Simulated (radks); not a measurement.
Values are calculated unless marked as measured or tabulated.
Polarisability of the phosphorus ion P4+, [Ne] 3s1, at imaginary frequency. Code: a radial shooting solver on a logarithmic mesh with Libxc functionals. Model: non-relativistic Kohn-Sham, LDA (Slater exchange, Perdew-Wang correlation), spin-polarised, spherical densities, point nucleus; open shells are filled with parallel spins first. Response by self-consistent Sternheimer equations with the Hartree and adiabatic LDA kernel.

w (hartree)  alpha1(iw) (bohr^3)  alpha2(iw) (bohr^5)
0.00266                    3.982                5.368
0.0143                     3.978                5.367
0.0360                     3.954                5.360
0.0697                     3.880                5.338
0.118                      3.703                5.283
0.186                      3.359                5.162
0.280                      2.810                4.923
0.413                      2.108                4.491
0.605                      1.408                3.797
0.892                     0.8528                2.856
1.35                      0.4869                1.840
2.12                      0.2735               0.9894
3.59                      0.1537               0.4348
6.94                     0.07693               0.1472
17.5                     0.02185              0.02960

Static values: alpha1 = 3.982 bohr^3 (0.5901 angstrom^3; uncoupled 4.735), alpha2 = 5.368 bohr^5, alpha3 = 14.03 bohr^7. C6 = 5.431, C8 = 50.38, triple-dipole C9 = 15.61 atomic units. One-pole (London) frequency 4 C6 / (3 alpha1^2) = 0.457 hartree, against 2.187 for minus the highest occupied eigenvalue. The dipole shielding factor is 0.733, as the force sum rule N/Z = 0.733 demands.
